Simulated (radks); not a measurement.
Problem. These are the eigenvalues of the occupied orbitals of an atom or ion with whole-number occupations (Ry). Calculated with a radial shooting solver on a logarithmic mesh with Libxc functionals: Dirac Kohn-Sham, PBE, spin-unpolarised, spherical densities, point nucleus.

orbital  eigenvalue
1s1/2     -807.1508
2s1/2     -102.7375
2p1/2     -91.57886
2p3/2     -89.23843
3s1/2     -13.96765
3p1/2     -10.27001
3p3/2      -9.94082
3d3/2      -3.65759
3d5/2      -3.60876
4s1/2      -1.18855
4p1/2      -0.48411
4p3/2      -0.46118

Which element is it, and in what charge state? The configuration may be excited. Open shells, if any, fill j = l - 1/2 first.

Solution. Z = 32, germanium, charge 0: Ge in [Ar] 3d8 4s2 4p4. The list shows which subshells hold electrons but not how many an open one holds; the 1s level, -403.58 hartree, gives Z - s = 28.4 by -(Z - s)^2/2, which with screening and relativity narrows Z to a few neighbours, and the depths of the outer levels then fix element, charge and occupations together.
